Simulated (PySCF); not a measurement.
Atoms are numbered as in `[PH2:1][SiH:2]([PH2:3])[Cl:4]` (H(Xn): hydrogen on atom n).

[PySCF 2.14.0 with density-fitted response routines: shielding tensors at PBE0/pcSseg-1 (GIAO); PBE0-D3(BJ)/def2-SVP structure; non-relativistic Hamiltonian; single conformer; rapidly exchanging positions averaged; no solvent model]

References, each an isolated molecule treated in the same way: $^{1}$H (σ = 31.27 ppm) and $^{29}$Si (σ = 351.99 ppm) vs TMS; H3PO4 for $^{31}$P (σ = 310.13 ppm); HCl for $^{35}$Cl (σ = 943.27 ppm).

```
      atoms    nucleus  count  Hirshfeld charge  δ (ppm)
H(P1)/H(P3)    $^{1}$H      4             -0.01        ?
        Si2  $^{29}$Si      1              0.25     31.2
     H(Si2)    $^{1}$H      1             -0.07        ?
      P1/P3   $^{31}$P      2             -0.01   -218.2
        Cl4  $^{35}$Cl      1             -0.14      -19
```

Task: Fill in the missing shifts.

Result: 
- H(Si2): 5.77 ppm, hydrogen on a silicon bonded to Cl, 2 P
- H(P1)/H(P3): 2.01 ppm, hydrogen on a phosphorus bonded to Si

Experimental scales use liquid or dissolved standards, which lie at an offset from isolated H3PO4.
